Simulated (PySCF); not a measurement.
# Electronic absorption of (OH)3Si-S-SiH3

Species: (OH)3Si-S-SiH3.
Bonds: Si1–O2, Si1–O3, Si1–O4, Si1–S5, S5–Si6. Hydrogens: H7 on O2; H8 on O3; H9 on O4; H10, H11, H12 on Si6.

Computed with PySCF, TDDFT CAM-B3LYP/def2-SVPD, vertical, gas phase, core orbitals frozen in the response. One conformer (not necessarily the lowest) at the PBE0-D3(BJ)/def2-SVP geometry, without solvent, vibrations or thermal averaging.

```csv
state,E (eV),λ (nm),f,"main configurations (H = HOMO, L = LUMO)"
S1,6.21,199.6,0.027,"H→L (53%), H→L+1 (37%)"
S2,6.57,188.6,0.0056,"H→L+1 (44%), H→L (34%)"
S3,7.37,168.3,0.031,"H→L+5 (32%), H→L+2 (24%), H→L+4 (12%)"
S4,7.56,164.0,0.0096,H→L+3 (72%)
S5,7.59,163.3,0.027,"H-1→L (25%), H→L+6 (23%), H→L+8 (11%)"
S6,7.67,161.7,0.057,"H-1→L (38%), H→L+2 (28%), H→L+6 (11%)"
S7,7.90,156.9,0.018,"H→L+2 (18%), H→L+4 (14%), H→L+6 (13%)"
S8,7.95,155.9,0.013,"H-2→L (55%), H→L+5 (10%)"
S9,8.03,154.5,0.015,"H→L+4 (30%), H→L+7 (19%), H→L+5 (12%)"
S10,8.14,152.4,0.053,"H-1→L+1 (26%), H→L+6 (25%), H→L+4 (12%)"
```

Triplets (Tamm–Dancoff): T1 5.86 eV, H→L+1 (44%), H→L (41%); T2 6.31 eV, H→L (37%), H→L+1 (32%), H→L+7 (8%); T3 6.93 eV, H→L+5 (34%), H→L+2 (28%); T4 7.17 eV, H-1→L+1 (42%), H-1→L (27%).

The lowest singlet comes at 200 nm (599 kJ/mol) in the ultraviolet; it is weak; its leading configuration is HOMO→LUMO (53%). The strongest level in the table is S6 at 7.67 eV (162 nm, f = 0.057). Löwdin shares by element: HOMO sulfur 70%, silicon 16%; LUMO silicon 26% or more, oxygen 20% or more, sulfur 18% (atoms not listed hold the other 37%). The oscillator strengths of these states sum to 0.256; summed over the whole spectrum of an exact calculation they would give the number of electrons, 74 (Thomas–Reiche–Kuhn). The listed states span 1.93 eV, and the widest gap between neighbours is 0.79 eV (S2 to S3). Orbital energies (eV): HOMO-3 -11.21, HOMO-2 -10.66, HOMO-1 -10.21, HOMO -8.89, LUMO 0.30, LUMO+1 0.82, LUMO+2 1.38. Only the lowest 10 singlets were computed, as vertical energies without vibronic structure.
